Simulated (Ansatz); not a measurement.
Cost and result for the atomization energy of C$_{2}$H$_{5}$O$_{2}$Si, SMILES `CC(=O)O[SiH2]` radical (10 atoms, 9 bonds).

```csv
atom,x (Å),y (Å),z (Å)
C1,-1.258,-0.744,-0.930
C2,0.091,-0.341,-0.432
O3,1.129,-0.483,-1.025
O4,0.052,0.217,0.788
Si5,1.535,0.754,1.417
H6,-1.907,0.132,-0.980
H7,-1.713,-1.443,-0.226
H8,-1.169,-1.202,-1.912
H9,2.098,1.823,0.551
H10,1.142,1.287,2.749
```

Charge 0, multiplicity 2. The geometry is a stationary point of PBE0-D4/def2-TZVP. Program: Ansatz. All runs use 4 threads of an Arm Neoverse V2 on a shared host. Times are those of one run each, without the atoms' runs, and a repeat can differ threefold. Electronic energies, without spin–orbit coupling; frozen cores. CCSD(T)/CBS adds CCSD(T) − MP2 in def2-TZVPP to the MP2 limit, and its time is that of the two runs behind it. T1 = 0.016; ⟨S²⟩ of the reference is 0.75. HSE06 is the plane-wave form, built on full-range PBE exchange.

CCSD(T)/CBS is a level of theory with its own doubt, some kJ/mol a heavy atom from the limit and from the frozen cores, so smaller differences don't rank the functionals.

| level | functions | wall time |
| --- | --- | --- |
| LDA (SPW92)/def2-TZVPP | 236 | 1.6 s |
| revPBE-D4/def2-TZVPP | 236 | 2.8 s |
| BLYP-D4/def2-TZVPP | 236 | 2.9 s |
| PBE-D4/def2-TZVPP (with forces) | 236 | 3.2 s |
| HSE06-D4/def2-TZVPP | 236 | 4.9 s |
| CAM-B3LYP-D4/def2-TZVPP | 236 | 5.5 s |
| r2SCAN-D4/def2-TZVPP (with forces) | 236 | 7.5 s |
| PBE-QIDH/def2-TZVPP | 236 | 7.5 s |
| ωB97X-V/def2-TZVPP | 236 | 12 s |
| CCSD(T)/def2-SVP | 99 | 14 s |
| MP2/def2-QZVPP | 448 | 27 s |
| CCSD(T)/def2-TZVPP | 236 | 21 min |
| CCSD(T)/CBS(def2) | – | 21 min |

Task: What atomization energy does each give, and how far from CCSD(T)/CBS? (An estimate is asked.)

Result: Computed: 
```
                             level  atomization (kJ/mol)  difference from CCSD(T)/CBS  per bond
            LDA (SPW92)/def2-TZVPP                4539.1                        635.0      70.6
              revPBE-D4/def2-TZVPP                3913.2                          9.1       1.0
                BLYP-D4/def2-TZVPP                3927.1                         23.0       2.6
   PBE-D4/def2-TZVPP (with forces)                4019.1                        115.0      12.8
               HSE06-D4/def2-TZVPP                3921.4                         17.3       1.9
           CAM-B3LYP-D4/def2-TZVPP                3933.1                         29.0       3.2
r2SCAN-D4/def2-TZVPP (with forces)                3941.5                         37.4       4.2
               PBE-QIDH/def2-TZVPP                3881.0                        -23.1      -2.6
                ωB97X-V/def2-TZVPP                3922.8                         18.7       2.1
                  CCSD(T)/def2-SVP                3695.6                       -208.5     -23.2
                    MP2/def2-QZVPP                3957.0                         52.9       5.9
                CCSD(T)/def2-TZVPP                3799.6                       -104.5     -11.6
                 CCSD(T)/CBS(def2)                3904.1                          0.0       0.0
```

In def2-TZVPP, CCSD(T) changes the Hartree–Fock value by +1001.9 kJ/mol (the triples alone add +67.8 kJ/mol) and MP2 by +1096.9 kJ/mol; breaking electron pairs costs correlation energy, which Hartree–Fock lacks. The D4 term adds +31.6 kJ/mol with B3LYP and +16.5 kJ/mol with PBE0; it sums over pairs of atoms, weighted by their polarisabilities, and B3LYP, whose exchange is more repulsive, gets the larger term. From BLYP to BHLYP (50 % exact exchange), in def2-TZVPP and without D4, the atomization energy moves by −141.7 kJ/mol: exact exchange takes away binding that semilocal exchange gives to molecules.

B3LYP here is the variant with VWN-RPA as its local correlation; programs differ in this.
